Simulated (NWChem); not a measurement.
Molecule: SeBrF; SMILES F[Se]Br

Program: NWChem. Medium grid unless said otherwise, to which SCAN and Minnesota functionals are sensitive. All runs use the structure optimised with PBE0/def2-SVP.

Question: Order these by “highest occupied level (eV)”, lowest first: B3LYP/def2-SVP; Hartree-Fock/def2-SVP; MPW1K/def2-SVP; LDA (Slater exchange, PW92)/def2-SVP.

Answer: Hartree-Fock/def2-SVP (-9.96), MPW1K/def2-SVP (-7.94), B3LYP/def2-SVP (-6.59), LDA (Slater exchange, PW92)/def2-SVP (-5.63)
